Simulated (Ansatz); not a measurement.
One change: `[Cl][Zn][N]1C=C1` becomes `C1=CN1`.

Ansatz, PBE0-D4/def2-TZVP geometries, multiplicity 1. Each molecule was computed in one conformer, which needn't be the lowest.

Scalar relativity is left out up to krypton.

```
                                                                                  property  `[Cl][Zn][N]1C=C1`
                                                         LUMO energy (PBE/def2-TZVPP) / eV               -1.80
                                                     LUMO energy (ωB97M-V/def2-TZVPP) / eV                0.62
                                                       HOMO energy (B3LYP/def2-TZVPP) / eV               -5.20
ideal-gas entropy at 298 K and 1 bar (rigid rotor, harmonic PBE0-D4/def2-TZVP) / J/(mol·K)                 346
                                                        LUMO energy (PBE0/def2-TZVPP) / eV               -0.98
                                                       HOMO–LUMO gap (PBE/def2-TZVPP) / eV                2.57
```

(1) What does the change do to each property? (Best estimate.)

Results:

(1) The calculation gave: 
| property | `C1=CN1` | shift |
| --- | --- | --- |
| LUMO energy (PBE/def2-TZVPP) / eV | -1.28 | 0.52 |
| LUMO energy (ωB97M-V/def2-TZVPP) / eV | 1.97 | 1.35 |
| HOMO energy (B3LYP/def2-TZVPP) / eV | -5.87 | -0.67 |
| ideal-gas entropy at 298 K and 1 bar (rigid rotor, harmonic PBE0-D4/def2-TZVP) / J/(mol·K) | 249 | -97 |
| LUMO energy (PBE0/def2-TZVPP) / eV | -0.20 | 0.78 |
| HOMO–LUMO gap (PBE/def2-TZVPP) / eV | 3.49 | 0.92 |

With PBE0 the HOMO falls by 0.74 eV and the LUMO rises by 0.78 eV, so the gap widens by about 1.52 eV. PBE moves the HOMO by -0.40 eV and ωB97M-V by -0.92 eV. The zero-point energy changes by 27.1 kJ/mol with -3 modes.

Positive LUMOs are unbound, so they and the gaps depend on the basis.

B3LYP here is the variant with VWN-RPA as its local correlation; programs differ in this.
